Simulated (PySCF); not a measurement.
# Computed spin Hamiltonian

Compound: C5H10S2 (charge +1 and doublet state).
Z-matrix (Å and degrees, GFN2-xTB geometry), rows numbered from 1:
```
C 
C   1  1.5201
C   2  1.5280  1  111.66
C   3  1.5240  2  112.82  1   179.85
S   4  1.8170  3  112.02  2   -61.44
C   5  1.8134  4   98.05  3    69.15
S   6  1.8112  5   96.53  4   -75.81
H   1  1.0871  2  109.71  3    59.82
H   1  1.0870  2  111.03  3   -59.83
H   1  1.0868  2  110.99  3   179.18
H   2  1.0935  1  110.56  3  -123.61
H   3  1.0921  2  109.57  1    57.02
H   3  1.0926  2  108.35  1   -60.11
H   4  1.0908  3  111.82  2    60.36
H   4  1.0899  3  110.02  2  -178.24
H   6  1.0871  5  110.08  4   170.11
H   6  1.0870  5  113.77  4    43.96
```

The hyperfine couplings belong to this conformer and change with its torsions.

As a line formula: `C[C@H]1CC[S+]CS1` [radical] (charge +1).

The calculation used PySCF, UKS B3LYP, pcH-1 on C H S, non-relativistic, mean-field spin-orbit, GIAO. Geometry: GFN2-xTB, one conformer, isolated ion. Couplings are sensitive to structure, and on GFN2-xTB geometries they can be far from those on DFT ones, by a factor of two or more for some ions and for spin on atoms past the first row. No stability test was run, so a lower SCF solution isn't excluded.

```json
{"g1, g2, g3": "2.00009, 2.00724, 2.02054", "g_iso": "2.00929", "Form of g": "rhombic: the two nearest values differ by 35 % of g3 − g1", "⟨S²⟩": "0.7541 (exact 0.7500)", "α and β electrons": "36, 35", "HOMO–LUMO gap, α and β orbitals": "6.82, 3.04 eV"}
```

Isotropic coupling and dipolar principal values T1 to T3, in G; ρ(0) is the spin density at the nucleus (MHz turned into gauss with g_iso; 10 G = 1 mT):

| atom | isotope | a_iso | of which spin–orbit | T1 | T2 | T3 | Mulliken spin population | ρ(0) (bohr⁻³) |
| --- | --- | --- | --- | --- | --- | --- | --- | --- |
| C1 | 13C | 2.4 | 0.0 | -0.4 | -0.3 | 0.7 | 0.00 | 0.0060 |
| C2 | 13C | -2.6 | 0.1 | -0.6 | -0.5 | 1.1 | -0.01 | -0.0067 |
| C3 | 13C | 0.0 | 0.0 | -2.0 | -1.5 | 3.5 | 0.04 | -0.0002 |
| C4 | 13C | -2.8 | 0.1 | -0.6 | -0.4 | 1.0 | -0.02 | -0.0072 |
| S5 | 33S | 8.1 | 0.0 | -19.3 | -18.7 | 38.0 | 0.49 | 0.0669 |
| C6 | 13C | -3.8 | 0.1 | -0.9 | -0.2 | 1.1 | -0.02 | -0.0098 |
| S7 | 33S | 8.1 | 0.0 | -19.7 | -19.0 | 38.6 | 0.51 | 0.0667 |
| H8 | 1H | 0.1 | 0.0 | -0.4 | -0.3 | 0.7 | 0.00 | 0.0001 |
| H9 | 1H | -0.2 | 0.0 | -0.6 | -0.5 | 1.1 | 0.00 | -0.0001 |
| H10 | 1H | -0.2 | 0.0 | -0.8 | -0.5 | 1.3 | 0.00 | -0.0001 |
| H11 | 1H | 4.6 | 0.0 | -0.9 | -0.6 | 1.4 | 0.00 | 0.0029 |
| H12 | 1H | -1.1 | 0.0 | -0.6 | -0.4 | 1.0 | 0.00 | -0.0007 |
| H13 | 1H | -1.9 | 0.0 | -1.2 | -0.4 | 1.6 | 0.00 | -0.0012 |
| H14 | 1H | 5.1 | 0.0 | -0.8 | -0.6 | 1.4 | 0.00 | 0.0032 |
| H15 | 1H | 5.0 | 0.0 | -0.9 | -0.7 | 1.6 | 0.00 | 0.0031 |
| H16 | 1H | -0.5 | 0.0 | -1.6 | 0.0 | 1.6 | 0.00 | -0.0003 |
| H17 | 1H | -0.5 | 0.0 | -1.5 | 0.3 | 1.2 | 0.00 | -0.0003 |

The largest Mulliken spin populations are on S7 (+0.51) and S5 (+0.49).

The SMILES `C[C@H]1CC[S+]CS1` draws the unpaired electron on S5, whose computed spin population is only +0.49.

Axes: g1 points within 8° of the C2–S7 bond.

Under fast tumbling the dipolar parts average out, and these isotropic splittings remain (the largest six): 1 × 1H (H14, I = 1/2, 2 lines) with 0.51 mT, 1 × 1H (H15, I = 1/2, 2 lines) with 0.50 mT, 1 × 1H (H11, I = 1/2, 2 lines) with 0.46 mT, 1 × 1H (H13, I = 1/2, 2 lines) with 0.19 mT, 1 × 1H (H12, I = 1/2, 2 lines) with 0.11 mT and 1 × 1H (H16, I = 1/2, 2 lines) with 0.05 mT.

The 13C coupling of C6 (-10.8 MHz) shows only in satellite lines or after enrichment, since that isotope makes up about 1.07 % of natural carbon.

The 33S coupling of S5 (22.9 MHz) shows only in satellite lines or after enrichment, since that isotope makes up about 0.76 % of natural sulfur.

β density exceeds α density at some nuclei, such as C6 (-0.0098), C4 (-0.0072) and C2 (-0.0067), spin density in bohr⁻³. In a single determinant that takes different orbitals for the two spins, that is spin polarisation.

The run took 2.0 min of wall time (with the writing of density and orbital grids) on one thread of an Arm Neoverse V1, on a shared host, and the process peaked at 0.97 GiB of memory.
